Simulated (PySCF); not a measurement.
**Computed vibrations of [Tb(NH3)3]3+**

[Tb(NH3)3]3+ (singlet in the valence; each metal's 4f electrons, 8 of them, lie in its core potential, out of spins and levels). PySCF 2.14.0, RKS PBE, Tb lcecp-1-SVP with ECP54, N def2-SVP, H def2-SVP; non-relativistic Hamiltonian with scalar-relativistic core potentials where named; density fitting; no spin-orbit coupling. Central differences of gradients.

```xyz
13

Tb    0.0000    0.0000    0.0000
N     2.4269    0.0012    0.0000
H     2.8818   -0.4720    0.8155
H     2.8818   -0.4720   -0.8155
H     2.8823    0.9432    0.0000
N    -1.2145    2.1012    0.0000
H    -1.0321    2.7317    0.8155
H    -1.0321    2.7317   -0.8155
H    -2.2579    2.0245    0.0000
N    -1.2124   -2.1024    0.0000
H    -1.8497   -2.2597    0.8155
H    -1.8497   -2.2597   -0.8155
H    -0.6243   -2.9677    0.0000
```

Run from Python with OMP_NUM_THREADS=2. Where DIIS fails, smearing, a level shift and second-order steps follow.
It took 110 s on 2 threads of Arm Neoverse V1 (shared host).

**Question.** What are the harmonic wavenumbers and infrared intensities?

**Answer.** Modes are labelled in C3h; negative numbers are unstable modes, those under 60 cm⁻¹ near the noise; a finer grid moves soft modes by up to 10 cm⁻¹.
```
cm⁻¹  km/mol  symmetry
 -48       –       a''
 -47       –       e''
 -47       –       e''
 -44       –       a''
  84     9.7        e'
  84     9.7        e'
 346     0.0        a'
 355     7.1        e'
 355     7.1        e'
 624     0.0        a'
 637     0.0       e''
 637     0.0       e''
 650   202.5       a''
 666    79.1        e'
 666    79.1        e'
1369   170.1        e'
1369   170.1        e'
1372     0.0        a'
1556   141.9       a''
1557    73.5        e'
1557    73.5        e'
1559     0.0        a'
1560     0.0       e''
1560     0.0       e''
3233   367.3        e'
3233   367.3        e'
3244     0.0        a'
3297     0.0       e''
3297     0.0       e''
3298   464.2       a''
3303     0.0        a'
3304   225.4        e'
3304   225.4        e'
```

**Question.** Is this a minimum?

**Answer.** Probably not: 4 unstable, though so soft as to be near the noise; the lowest moves the atoms so:
```
Tb   0.00  0.00 -0.03
N    0.00  0.00  0.09
H   -0.03 -0.27 -0.05
H    0.03  0.27 -0.05
H    0.00  0.00  0.42
N    0.00  0.00  0.09
H    0.25  0.11 -0.05
H   -0.25 -0.11 -0.05
H    0.00  0.00  0.42
N    0.00  0.00  0.09
H   -0.22  0.16 -0.05
H    0.22 -0.16 -0.05
H    0.00  0.00  0.42
```

An lcecp potential fixes the number of 4f electrons, so in runs with it no electron can move into or out of that shell.
